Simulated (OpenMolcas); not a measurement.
## How basis sets differ on SnH3O2 (SMILES [OH][SnH][OH])

The species is SnH3O2 (6 atoms), meant as a doublet with charge 0. SMILES: `[OH][SnH][OH]`. The shape is that of a PBE0-D4/def2-TZVP optimisation. This is one conformer, not always the lowest.

```xyz
6

O    -1.2483   -0.6847   -0.2334
Sn    0.4170    0.3025   -0.6396
O     1.4139   -0.0383    1.0167
H    -1.8520   -0.7834   -0.9736
H     0.1286    2.0261   -0.6243
H     1.1827   -0.8860    1.4081
```

Quantity: the dipole moment, in D. The values are calculated.

```json
{"level": "ROHF/ANO-RCC-MB (DKH2)", "kind": "Hartree–Fock", "program": "OpenMolcas", "value (D)": "3.18", "CPU time": "10 s"}
{"level": "UHF/STO-3G", "kind": "Hartree–Fock", "program": "OpenMolcas", "value (D)": "2.91", "CPU time": "2 s"}
{"level": "UHF/3-21G", "kind": "Hartree–Fock", "program": "OpenMolcas", "value (D)": "3.66", "CPU time": "2.4 s"}
{"level": "UHF/ANO-RCC-VDZP (DKH2, RICD fitting)", "kind": "Hartree–Fock", "program": "OpenMolcas", "value (D)": "3.53", "CPU time": "15 s"}
{"level": "UHF/def2-SVPD (core potential)", "kind": "Hartree–Fock", "program": "OpenMolcas", "value (D)": "3.04", "CPU time": "13 s"}
```

All-electron rows without a relativistic Hamiltonian named are non-relativistic, while core potentials hold scalar relativity, so basis and relativity change together. The values span 2.91 to 3.66 D. Magnitudes only. Sets without polarisation functions give poor dipoles. Times are those of the runs behind each value, whatever else they computed, on shared processors of several kinds: orders of magnitude only.
